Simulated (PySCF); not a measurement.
**Name the molecule from its bond curve**

A diatomic of charge +1 contains Sn. Its singlet curve at PBE0 in a triple-zeta basis (scalar-relativistic core potentials, PySCF), in eV from the separated fragments:

R (Å), E (eV) and a bar:
```
    1.955     -2.798 ###########################
    2.046     -3.601 ############
    2.137     -4.033 ####
    2.205     -4.180 #
    2.273     -4.217 
    2.341     -4.170 #
    2.432     -4.013 ####
    2.546     -3.717 ##########
    2.682     -3.279 ##################
    2.864     -2.641 ##############################
```

The fit gives ωe = 430 cm⁻¹ and the rotational constant Bₑ = 0.1213 cm⁻¹.

Task: Which atom is the partner?

Result: The minimum lies at 2.266 Å, so the reduced mass is 16.8576 u Å² cm⁻¹/(Bₑ·Re²) = 27.07 u. With Sn at 119.90 u the partner weighs about 35.0 u: Cl. The molecule is SnCl⁺.

Spin–orbit coupling is left out.
